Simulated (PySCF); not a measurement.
C₂F₅, SMILES F[C](F)C(F)(F)F (connectivity only; charge and spin as stated), charge +1, multiplicity 1.

Geometry: PBE0-D3(BJ)/def2-SVP. The multiplicity is an assumed one; no other spin state was optimised. The isomer is the one that the SMILES or the coordinates give; other isomers of the formula were not compared.

Two levels are set side by side: PBE/def2-TZVP (PySCF) and M06-2X/def2-TZVP (PySCF). Same geometry, gas phase. Differences are taken from unrounded values.

```csv
quantity,PBE
orbital gap (eV),4.37
highest occupied level (eV),-16.34
lowest empty level (eV),-11.97
mean polarisability (bohr³),26.8
```

Problem. These are the PBE values. What does M06-2X give? (Estimate from the structure and the level; the computed values follow.)

Solution. 
| quantity | M06-2X | PBE minus M06-2X |
|---|---|---|
| orbital gap (eV) | 10.55 | -6.19 |
| highest occupied level (eV) | -20.35 | 4.01 |
| lowest empty level (eV) | -9.80 | -2.18 |
| mean polarisability (bohr³) | 24.4 | 2.4 |

Without exact exchange PBE keeps part of each electron's self-repulsion, which lifts occupied levels and narrows the gap. Loosely held outer electrons make PBE densities more polarisable. Differences between two approximate levels are no errors against the true value.

Rough cost on one machine, each run with all the roots and properties that it gave: M06-2X against PBE about 5 times.
